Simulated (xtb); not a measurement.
Ga(H)(Br)(NMe2) (C2H7BrGaN), SMILES C[N](C)[GaH][Br]. All values are semi-empirical tight-binding results from xtb (GFN2-xTB unless named), good for trends rather than for accurate numbers. Geometry: GFN2-xTB. One conformer was computed; it need not be the lowest.

Optimised geometry:

Bonded distances (Å): Ga1–H2 1.543, Ga1–Br3 2.267, Ga1–N4 1.831, N4–C5 1.452, N4–C6 1.451, C5–H7 1.097, C5–H8 1.097, C5–H9 1.095, C6–H10 1.097, C6–H11 1.097, C6–H12 1.095. Bond angles (°): H2–Ga1–Br3 122.8, H2–Ga1–N4 117.5, Br3–Ga1–N4 119.7, Ga1–N4–C5 126.0, Ga1–N4–C6 120.3, C5–N4–C6 113.6, N4–C5–H7 111.1, N4–C5–H8 111.0, N4–C5–H9 109.6, H7–C5–H8 108.2, H7–C5–H9 108.4, H8–C5–H9 108.4, N4–C6–H10 111.1, N4–C6–H11 111.1, N4–C6–H12 109.1, H10–C6–H11 108.3, H10–C6–H12 108.6, H11–C6–H12 108.6.

For metal compounds this method's bond lengths and energies can be far off.

Computed properties:
```json
{
  "point_group_as_xtb_finds_it": "Cs",
  "orbital_gap": "2.93 eV",
  "zero_point_energy": "53.6 kcal/mol",
  "G − E(el) at 298.15 K (modified RRHO)": "31.8 kcal/mol"
}
```

Computed atomic charges and the Wiberg bond orders between heavy atoms:
charges (e) Ga1 0.11, H2 -0.02, Br3 -0.08, N4 -0.22, C5 -0.02, C6 -0.02, H7 0.03, H8 0.03, H9 0.06, H10 0.03, H11 0.03, H12 0.05. Bond orders Ga1–Br3 1.28, Ga1–N4 1.09, N4–C5 1.00, N4–C6 1.01.
